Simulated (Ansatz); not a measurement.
`CO[SiH](F)O[SiH3]` + `C=CSC` → `C=CS[SiH3]` + `CO[SiH](F)OC`  (formal exchange of groups at the Si–O bond)

Program: Ansatz. Geometries: PBE0-D4/def2-TZVP. ΔE: electronic, gas phase. CCSD(T)/CBS adds triple-zeta CCSD(T) − MP2 to the extrapolated MP2 energy (def2 sets, frozen cores). DFT in def2-TZVPP. One conformer a species, not always the lowest.

Is it downhill or uphill in electronic energy at CCSD(T)/CBS, and by how much? (Best estimate.)

Ansatz gave: Uphill: ΔE = +103.7 kJ/mol.

What do these levels give: r2SCAN-D4, PBE, PBE0, CCSD(T)/def2-TZVPP, MP2/def2-QZVPP, SCS-MP2/def2-QZVPP? (Estimate.)

Ansatz gave: r2SCAN-D4 100.0, PBE 88.9, PBE0 93.6, CCSD(T)/def2-TZVPP 101.8, MP2/def2-QZVPP 108.4, SCS-MP2/def2-QZVPP 108.5 kJ/mol.

Largest T1 diagnostic among the species: 0.012.

From PBE to PBE0 (25 % exact exchange), in def2-TZVPP and without D4, ΔE moves by +4.7 kJ/mol. In def2-TZVPP, CCSD(T) changes the Hartree–Fock value by −8.8 kJ/mol (the triples alone add −1.9 kJ/mol) and MP2 by −4.2 kJ/mol.
